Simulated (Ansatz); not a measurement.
Reaction: CH3OSi (SMILES O=C[SiH2], doublet) → CH3OSi (SMILES O=[C][SiH3], doublet)
Each species at its own B3LYP-D3(BJ)/def2-TZVP minimum (Ansatz, a first-principles code).

Total energies in hartree (Ansatz). Radicals and triplets start from unrestricted determinants; spin-orbit coupling is neglected. Cores are frozen in correlated methods. No relativity. The UHF reference of CH3OSi (O=C[SiH2], doublet) is spin-contaminated (<S^2> up to 0.11 over the pure value in the sets run).

```tsv
species	HF/cc-pV(T+d)Z	CCSD(T)/cc-pV(T+d)Z	HF/cc-pV(Q+d)Z	CCSD(T)/cc-pV(Q+d)Z	CCSD(T)/cc-pV(D+d)Z	CCSDT(Q)/cc-pV(D+d)Z
1: CH3OSi (SMILES O=C[SiH2], doublet)	-403.39947	-403.93676	-403.41168	-403.98198	-403.79121	-403.79411
2: CH3OSi (SMILES O=[C][SiH3], doublet)	-403.41530	-403.95048	-403.42807	-403.99603	-403.80639	-403.80887
```

**Question.** Work out the isomerisation energy (electronic) in kJ/mol: take Hartree-Fock from cc-pV(Q+d)Z, extrapolate the CCSD(T) correlation energy as X^-3 (X = 3, 4), and add CCSDT(Q) - CCSD(T) in cc-pV(D+d)Z. 1 hartree = 2625.5 kJ/mol.

**Answer.** 
Species 1: correlation (64·(-0.57030) - 27·(-0.53729))/37 = -0.59439; step -0.00290; E1 = -403.41168 + (-0.59439) + (-0.00290) = -404.00897
Species 2: correlation (64·(-0.56796) - 27·(-0.53518))/37 = -0.59188; step -0.00248; E2 = -403.42807 + (-0.59188) + (-0.00248) = -404.02243
-1·E1 +1·E2 = -0.01346 hartree = -35.3 kJ/mol.
